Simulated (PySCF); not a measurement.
**N (nitrogen, neutral): UHF calculation**

Configuration: [He] 2s2 2p3, high-spin 4S determinant. All numbers are calculated (PySCF 2.14, scalar relativity by spin-free X2C-1e, in cc-pVDZ-DK (3s2p1d, 14 functions)).

- Total energy: -54.420267 hartree
- One-electron energy: -74.0018 hartree
- Hartree (Coulomb) energy: 26.1978 hartree
- Exchange energy: -6.6163 hartree
- ⟨S²⟩: 3.7540
- ⟨L²⟩: 0.000
- Sum of ⟨r⟩: 7.309 bohr
- Sum of ⟨r²⟩: 11.83 bohr²
- Langevin diamagnetic susceptibility: -9.37 ×10⁻⁶ cm³/mol
- Time after the integrals: 0.03 s of wall time on 1 thread of Neoverse-V2 (shared host)

```tsv
shell	electrons	mean orbital energy (eV)	rms radius, mean of both spins (bohr)
1s α	1	-426.60	0.265
1s β	1	-424.12	0.265
2s α	1	-31.529	1.47
2s β	1	-19.749	1.47
2p α	3	-15.337	1.57
```
